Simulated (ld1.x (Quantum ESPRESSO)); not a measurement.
**Before and after: TM semilocal potential for Mn**

- Element: manganese (Mn)
- Generator: ld1.x (Quantum ESPRESSO) 7.5
- Type: norm-conserving Troullier–Martins (semilocal form)
- Functional: LDA (PZ)
- Relativity: non-relativistic
- Frozen core: [Ar]
- Valence charge: 7
- Reference configuration: 3d5 4s2 4p0
- Partial waves: 4s (bound): rc 2.65 bohr; 3d (bound): rc 1.40 bohr; 4p (bound, empty): rc 2.30 bohr
- Local potential: the p channel
- Core correction: a·sin(br)/r model core, default radius (core density twice the valence density)

Change: all radii but the core radius scaled by about 1.26 (s 3.34, p 2.90, d 1.76 bohr).

Cutoffs: the cutoffs (Ry, on a coarse ladder) from which the occupation-weighted sum of valence levels, in a spherical-Bessel basis at the reference potential, stays within 10 and 1 mRy of its value at 400 Ry; they do not see the model core or the augmentation charge, which bear on the density cutoff. Errors are all-electron minus pseudo energies relative to the spin-unpolarised reference configuration.

Question: Predict the effect on cutoff, ghosts and configuration errors.

Answer: The potential gets softer (110 Ry and 140 Ry → 80 Ry and 120 Ry); of the 9 tests that both files solve, the error grows in 4 and shrinks in 3 by more than 15 % and 0.3 meV (median size 41.9 → 35.0 meV); neither file shows a bound ghost. A larger radius leaves more room for a smooth pseudo-wave, so fewer plane waves are needed. A semilocal file is local in each channel, so a ghost entry of none says nothing of the separable form that plane-wave codes build from it.

```tsv
quantity	base	changed
cutoff, loose	110 Ry	80 Ry
cutoff, tight	140 Ry	120 Ry
loose cutoff by channel (10 mRy a level)	s 6 Ry, d 100 Ry	s 6 Ry, d 70 Ry
bound ghosts	none	none
error for 3d5 4s1 4p0, meV [ΔE 8.54 eV]	-4.9	-3.3
error for 3d5 4s0 4p0, meV [ΔE 24.23 eV]	-42	-78
error for 3d4 4s0 4p0, meV [ΔE 57.24 eV]	-260	-576
error for 3d5.5 4s1.5 4p0, meV [ΔE -0.65 eV]	-38	-16
error for 3d4 4s2 4p0, meV [ΔE 13.74 eV]	-196	+2.4
error for 3d5 4s1 4p1, meV [ΔE 3.82 eV]	-1.5	-6.6
error for 3d5 4s0 4p2, meV [ΔE 7.85 eV]	-6.0	-35
error for 3d5 4s2 4p0 (spin-polarised), meV [ΔE -5.09 eV]	+883	+770
error for 3d5 4s1 4p0 (spin-polarised), meV [ΔE 2.42 eV]	+889	+815
```
